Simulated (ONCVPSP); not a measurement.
**Ranking ONCV potentials for N (Z = 7)**

All share these settings but for the change named:

- Element: N
- Generator: ONCVPSP 4.0.1
- Type: optimised norm-conserving Vanderbilt (ONCV)
- Functional: PBEsol
- Relativity: scalar-relativistic
- Frozen core: [He]
- Valence charge: 5
- Reference configuration: 2s2 2p3
- Partial waves: 2s: rc 1.15 bohr, ncon 4, nbas 7, qcut 5.8 1/bohr, local; 2p: rc 2.25 bohr, ncon 4, nbas 7, qcut 7.8 1/bohr, 2 projectors, debl 1.9 Ha
- Local potential: the s channel
- Core correction: Teter function, fcfact 4.25, rcfact 1.55

Cutoff: the first of the cutoffs (Ha) at which the residual kinetic energy of the hardest occupied pseudo-wave falls to 1 and 0.1 mHa per electron; the density cutoff is not measured.

The base gives 40 Ha.

Of 11 variants that were run, those that failed, showed a ghost or another fault, or gave nearly equal values are left out.

A variant can come out equal or close to the base.

Q: Rank these variants from softest to hardest (loose cutoff).
A. s: qcut 4.4; p: qcut 6
B. s: rc 1.22
C. all radii but the core radius scaled by about 1.27 (s 1.46, p 2.86 bohr)
D. functional LDA (Perdew-Wang 92)

A: C (14 Ha), B (29 Ha), D (39 Ha), A (74 Ha).
